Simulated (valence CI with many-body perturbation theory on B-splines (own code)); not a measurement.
**Tb26+: magnetic and hyperfine properties of the levels**

Calculated by valence CI with perturbative core correlation (CI+MBPT): three valence electrons over a frozen Dirac-Fock core [Kr], radial functions for each j: 7 s, 7 p, 8 d, 6 f, 4 g, 1 h, with the one-electron correlation potential Σ1 (screened to all orders), the two-electron term Σ2, the three-electron term Σ3, Breit, model QED; selected single and double excitations, second order for the rest, scaled by the run's own slope (own B-spline code, finite nucleus).

The last digits are not significant, and no measured levels were compared; by estimate large intervals hold to a few tenths of a per cent, small ones and those within an open d or f shell to about a per cent. The list stops below the first excitations out of the core.

A/g_I is the dipole constant over the nuclear g factor μ/I (μ in nuclear magnetons, uniformly magnetised nucleus), B/Q the quadrupole constant per barn. Both hold the static response of the core; the bare values leave it out. Large factors of s and p1/2 electrons are usually good to 5 to 10 %; those of open d and f shells near neutrality can be off by tens of per cent, and small factors of p3/2, d and f electrons come from cancelling terms and can be off by a factor of two or in sign, in half-filled shells by more. B is blank for J = 1/2, where it vanishes, and for nearly pure S terms. Energies count from the lowest level.

Levels are named by their leading jj configuration (3d3/2^4 stands for four electrons in 3d with j = 3/2), which in mixed levels can hold well under half, so a name can repeat and another be missing. Letters in brackets count levels of one name in rising energy.

| Level | E (cm⁻¹) | g | A/g_I (MHz) | A/g_I bare | B/Q (MHz/b) | B/Q bare |
| --- | --- | --- | --- | --- | --- | --- |
| (4d3/2^3) J=3/2 | 0.0 | 0.613 | 15000 | 14200 | -7390 | -7090 |
| (4d3/2^2 4d5/2) J=5/2 [a] | 50474 | 1.046 | 8230 | 8120 | -4230 | -4070 |
| (4d3/2^2 4d5/2) J=3/2 | 68851 | 1.270 | 6270 | 6510 | -3210 | -3080 |
| (4d3/2^2 4d5/2) J=7/2 | 72240 | 1.099 | 8330 | 8290 | 944 | 883 |
| (4d3/2^2 4d5/2) J=9/2 | 77596 | 1.087 | 8930 | 8860 | 8120 | 7740 |
| (4d3/2^2 4d5/2) J=1/2 | 79815 | 1.950 | -7680 | -6250 |  |  |
| (4d3/2^2 4d5/2) J=5/2 [b] | 120940 | 1.439 | 3330 | 3860 | 10700 | 10200 |
| (4d3/2 4d5/2^2) J=7/2 [a] | 126580 | 1.051 | 7420 | 7320 | 1410 | 1350 |
| (4d3/2 4d5/2^2) J=9/2 | 134340 | 1.134 | 6980 | 7010 | 4100 | 3900 |
| (4d3/2 4d5/2^2) J=3/2 [a] | 146640 | 1.152 | 7570 | 7620 | -9030 | -8640 |
| (4d3/2 4d5/2^2) J=1/2 | 153150 | 1.382 | -2280 | -1770 |  |  |
| (4d3/2 4d5/2^2) J=11/2 | 159230 | 1.088 | 7880 | 7830 | 19300 | 18500 |
| (4d3/2 4d5/2^2) J=5/2 [a] | 165260 | 1.151 | 4390 | 4480 | 12400 | 11900 |
| (4d3/2 4d5/2^2) J=5/2 [b] | 174440 | 1.083 | 7950 | 7890 | -2550 | -2440 |
| (4d3/2 4d5/2^2) J=7/2 [b] | 181750 | 1.112 | 7950 | 7940 | 4270 | 4110 |
| (4d5/2^3) J=9/2 | 207160 | 1.125 | 5930 | 5960 | 3350 | 3220 |
| (4d3/2 4d5/2^2) J=3/2 [b] | 212120 | 1.118 | 9070 | 9050 | 5670 | 5430 |
| (4d5/2^3) J=3/2 | 251820 | 0.901 | 10100 | 9750 | 7270 | 6950 |
| (4d5/2^3) J=5/2 | 270390 | 1.156 | 5850 | 5920 | 3460 | 3320 |

(1) Take the isotope of mass number 157, with I = 3/2, μ = 2.03 μN and Q = 1.4 b. What is the hyperfine structure of (4d3/2^2 4d5/2) J=3/2?

Results:

(1) From the table A = 8490 MHz, B = -4500 MHz. Shifts from the centre of gravity in MHz: F = 0: -37500, F = 1: -24500, F = 2: -2990, F = 3: 18000.
